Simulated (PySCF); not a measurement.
**Vertical excitation energies**

Si(OAc)4, C8H12O8Si.
Geometry (PBE0-D3(BJ)/def2-SVP, Å), atoms numbered from 1 in this order:
```xyz
29
C8H12O8Si angstrom
Si    -0.003   -0.019   -0.027
O     -0.151    0.147    1.620
C     -1.182   -0.356    2.339
C     -0.959   -0.203    3.808
O     -2.134   -0.867    1.817
H     -1.847   -0.530    4.357
H     -0.714    0.842    4.045
H     -0.090   -0.815    4.094
O      1.610    0.151   -0.387
C      2.238    1.349   -0.451
C      3.639    1.211   -0.947
O      1.689    2.372   -0.148
H      4.150    2.179   -0.900
H      3.608    0.850   -1.986
H      4.175    0.456   -0.355
O     -0.990    1.125   -0.717
C     -0.806    1.639   -1.957
C     -1.700    2.808   -2.207
O      0.001    1.187   -2.721
H     -1.615    3.129   -3.251
H     -1.394    3.625   -1.536
H     -2.739    2.551   -1.958
O     -0.485   -1.497   -0.616
C     -0.254   -2.668    0.023
C     -1.007   -3.795   -0.603
O      0.465   -2.740    0.981
H     -0.730   -4.742   -0.128
H     -0.810   -3.826   -1.684
H     -2.084   -3.607   -0.472
```

Computed with TDDFT wB97X-D/def2-SVPD, vertical, gas phase, core orbitals frozen in the response (PySCF 2.14.0, density-fitted response routines).

Q: Predict the UV-vis stick spectrum at this level.

A: 

```tsv
state	E (eV)	λ (nm)	ν̃ (cm⁻¹)	f	main configurations (H = HOMO, L = LUMO)
S1	5.84	212.4	47090	0.0000	H-2/H-1→L/L+1 (≥44%), H→L+2 (23%)
S2	5.85	212.1	47150	0.0012	H-2/H-1→L/L+1 (≥53%), H-3→L+2 (19%)
S3	5.86	211.7	47240	0.0007	H→L/L+1 (≥24%), H-3→L/L+1 (≥24%), H-2/H-1→L+2 (≥22%)
S4	5.86	211.7	47250	0.0007	H→L/L+1 (≥25%), H-3→L/L+1 (≥24%), H-2/H-1→L+2 (≥21%)
S5	7.91	156.8	63760	0.0002	H→L+2 (39%), H-2/H-1→L/L+1 (≥29%)
S6	7.94	156.1	64050	0.0024	H-3→L+2 (26%), H→L+3 (23%), H-2/H-1→L/L+1 (≥17%)
S7	7.97	155.6	64260	0.013	H-2/H-1→L+2 (≥30%), H→L/L+1 (≥15%), H-2/H-1→L+3 (≥12%)
S8	7.97	155.6	64270	0.012	H-2/H-1→L+2 (≥28%), H→L/L+1 (≥13%), H-2/H-1→L+3 (≥12%)
S9	8.39	147.7	67710	0.035	H-4→L/L+1 (≥29%), H-2/H-1→L+4 (≥13%), H-7→L/L+1 (≥12%)
S10	8.40	147.6	67730	0.036	H-4→L/L+1 (≥28%), H-2/H-1→L+4 (≥13%), H-7→L/L+1 (≥12%)
```

Triplets (Tamm–Dancoff): T1 5.36 eV, H-2/H-1→L/L+1 (≥41%), H→L+2 (24%); T2 5.36 eV, H-2/H-1→L/L+1 (≥43%), H-3→L+2 (18%); T3 5.37 eV, H-3→L/L+1 (≥23%), H-2/H-1→L+2 (≥22%), H→L/L+1 (≥18%); T4 5.37 eV, H-3→L/L+1 (≥22%), H-2/H-1→L+2 (≥20%), H→L/L+1 (≥18%).

The lowest singlet level (S1/S2) lies at 5.84 eV (212 nm, ultraviolet) and is very weak. The strongest level in the table is S9/S10 at 8.39 eV (148 nm, f = 0.071 summed). It is the last of those listed, so stronger ones may follow. S1/S2, S3/S4, S7/S8 and S9/S10 lie within about 0.01 eV of each other in each set. Löwdin shares by element: HOMO oxygen 66% or more (atoms not listed hold the other 34%); LUMO (one of a set within 0.03 eV) carbon 36% or more, oxygen 29% or more (atoms not listed hold the other 36%). Weighted by f, the mean energy of these states is 8.21 eV. The listed states span 2.56 eV, and the widest gap between neighbours is 2.05 eV (S4 to S5). Orbital energies (eV): HOMO-3 -10.55, HOMO-2 -10.34, HOMO-1 -10.34, HOMO -10.31, LUMO 1.44, LUMO+1 1.44, LUMO+2 1.59. Orbitals of the list HOMO-3 to LUMO+2 that lie within 0.01 eV of each other are written together with a slash and their weights summed (≥ marks a lower bound); for degenerate orbitals outside that list single weights are arbitrary. Singlets were solved by full linear response, triplets in the Tamm–Dancoff approximation.

One conformer stands for the species.
